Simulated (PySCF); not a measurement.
Job file and geometry (Å, from GFN2-xTB) of an NMR shielding run on SMILES CS[Si](O[SiH3])(O[SiH3])O[SiH3], CH12O3SSi4, GIAO PBE0/pcSseg-1 NMR shielding, non-relativistic, gas phase in PySCF 2.14.0, density-fitted response routines; density fitting, a coarse starting grid and PySCF grid level 2 are the driver's defaults:

```
$ OMP_NUM_THREADS=1 python probes_run.py task.json out

{"job": {"kind": "nmr", "xc": "PBE0", "basis": "pcSseg-1"}, "charge": 0, "multiplicity": 1}
C     -2.024244    -2.420026     1.206307
S     -2.084383    -1.872126    -0.532527
Si    -0.608659    -0.368283    -0.426416
O     -1.013400     0.685053     0.725449
Si    -0.519508     1.999869     1.544189
O      0.810149    -1.028904    -0.040238
Si     2.379403    -0.711664     0.237424
O     -0.522554     0.373040    -1.846760
Si     0.456969     1.302737    -2.748012
H     -2.241049    -1.577254     1.853929
H     -1.039786    -2.821849     1.421814
H     -2.778972    -3.190088     1.321227
H     -1.672307     2.252173     2.403454
H      0.691140     1.646174     2.288227
H     -0.252031     3.080639     0.596631
H      2.540159    -0.771080     1.690720
H      3.064334    -1.794232    -0.463058
H      2.723228     0.611849    -0.285220
H     -0.429048     1.689237    -3.838260
H      0.911833     2.440471    -1.944156
H      1.599805     0.491208    -3.165198
```

Task: What does the program print?

Result: 
```
coarse grid: 19904 points
cycle   1  E = -1826.0674875508  dE =  1.078e+00  |g| = 1.220e+00  |ddm| = 4.313e+00
cycle   2  E = -1825.7115925376  dE =  3.559e-01  |g| = 1.839e+00  |ddm| = 2.158e+00
cycle   3  E = -1826.3192285128  dE = -6.076e-01  |g| = 1.189e-01  |ddm| = 1.500e+00
cycle   4  E = -1826.3220518560  dE = -2.823e-03  |g| = 5.311e-02  |ddm| = 1.985e-01
cycle   5  E = -1826.3227674671  dE = -7.156e-04  |g| = 8.357e-03  |ddm| = 6.791e-02
cycle   6  E = -1826.3227814626  dE = -1.400e-05  |g| = 3.070e-03  |ddm| = 1.030e-02
cycle   7  E = -1826.3227832431  dE = -1.781e-06  |g| = 9.829e-04  |ddm| = 2.924e-03
final grid: 168752 points
cycle   8  E = -1826.4076914541  dE = -2.138e-05  |g| = 1.225e-02  |ddm| = 2.481e-02
cycle   9  E = -1826.4076636329  dE =  2.782e-05  |g| = 1.738e-02  |ddm| = 1.882e-02
cycle  10  E = -1826.4077175158  dE = -5.388e-05  |g| = 9.700e-04  |ddm| = 1.162e-02
cycle  11  E = -1826.4077177144  dE = -1.986e-07  |g| = 2.034e-04  |ddm| = 1.127e-03
cycle  12  E = -1826.4077177234  dE = -9.010e-09  |g| = 7.002e-05  |ddm| = 2.497e-04
cycle  13  E = -1826.4077177243  dE = -9.150e-10  |g| = 2.532e-05  |ddm| = 6.998e-05
converged SCF energy = -1826.4077177243

GIAO shielding tensors (ppm)
atom      isotropic    diamagn.    paramagn.     s11        s22        s33       span
  0 C      174.361     252.457     -78.096    164.653    167.201    191.229     26.576
  1 S      673.873    1059.943    -386.070    604.958    615.180    801.481    196.523
  2 Si     409.160     884.047    -474.887    379.019    401.642    446.819     67.800
  3 O      277.449     404.268    -126.818    237.289    280.713    314.346     77.057
  4 Si     390.077     881.593    -491.516    351.443    360.412    458.377    106.934
  5 O      280.848     404.315    -123.467    244.942    283.492    314.109     69.167
  6 Si     389.919     881.729    -491.810    351.139    364.999    453.619    102.480
  7 O      281.980     402.773    -120.792    244.504    293.171    308.266     63.762
  8 Si     388.274     880.628    -492.354    354.011    356.863    453.948     99.937
  9 H       29.575      31.842      -2.267     23.395     28.970     36.360     12.964
 10 H       29.588      31.877      -2.289     23.551     28.600     36.614     13.062
 11 H       29.809      28.706       1.104     23.878     26.650     38.900     15.023
 12 H       26.521      29.536      -3.015     22.417     24.718     32.429     10.011
 13 H       26.368      31.761      -5.393     22.585     25.565     30.953      8.369
 14 H       26.326      31.170      -4.845     22.377     25.537     31.062      8.685
 15 H       26.421      30.951      -4.530     22.866     24.754     31.643      8.777
 16 H       26.473      29.820      -3.346     22.706     24.423     32.292      9.586
 17 H       26.323      32.340      -6.017     22.758     25.764     30.446      7.689
 18 H       26.581      28.743      -2.161     22.610     24.538     32.596      9.986
 19 H       26.343      31.470      -5.127     22.615     25.749     30.666      8.051
 20 H       26.428      30.201      -3.773     22.867     25.083     31.334      8.466
```

Task: Turn these shieldings into chemical shifts. Chemical shifts δ = σref − σ; TMS for ¹³C (σref 186.93), ²⁹Si (σref 349.16), ¹H (σref 31.72); ³³S (σref 503.73) against CS2; ¹⁷O (σref 336.08) vs H2O, all at this level.

Result: Averaging equivalent atoms: C 0: 12.6; S 1: -170; Si 4/6/8: -40.3; Si 2: -60.0; O 3/5/7: 56.0; H 12/13/14/15/16/17/18/19/20: 5.30; H 9/10/11: 2.06 ppm. Experimental scales use liquid or dissolved standards, which lie at an offset from isolated H2O (liquid H2O: subtract about 36 ppm).

Size and cost of the density-fitted run: 248 basis functions, 57 s wall time on 1 thread of an x86-64 server CPU, shared host.
